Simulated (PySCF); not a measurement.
## Worked example: dipole moment from atomic charges

Al(F)(Cl)(vinyl) (C2H3AlClF), SMILES C=[CH][Al]([Cl])[F]. Atoms are numbered in the order given.

```xyz
8

Al     0.5188    -0.1589     0.0000
F      1.9592    -1.0115     0.0000
Cl    -1.2670    -1.2783     0.0000
C      0.4521     1.7713     0.0000
C     -0.7363     2.4167     0.0000
H      1.3740     2.3826     0.0000
H     -0.8112     3.5198     0.0000
H     -1.6969     1.8708     0.0000
```
Charge 0, spin multiplicity 1.

The structure is a stationary point at PBE-D3(BJ)/def2-SVP. The structure was generated by enumeration; whether it is a known compound was not checked. The values are those of a single conformer.

Charges (e) from PBE/def2-TZVP run with PySCF:

```csv
atom,ESP fit,IAO
Al1,0.840,1.164
F2,-0.392,-0.543
Cl3,-0.267,-0.345
C4,-0.330,-0.507
C5,-0.332,-0.241
H6,0.154,0.163
H7,0.188,0.154
H8,0.141,0.153
```

The dipole moment of the full density is 2.39 D.

Question: What dipole moment does each set of point charges give, and which comes closer to that of the density?

Answer: 
μ = Σ q r, and 1 e Å = 4.8032 D.
ESP fit: Σ q r = (-0.079, 0.510, 0.000) e Å, |μ| = 2.48 D.
IAO: Σ q r = (-0.235, 0.541, 0.000) e Å, |μ| = 2.84 D.
ESP fit comes closer in size. Point charges leave out the atoms' own dipoles (lone pairs, polarised bonds); fits to the potential absorb them, partitions of the density don't.
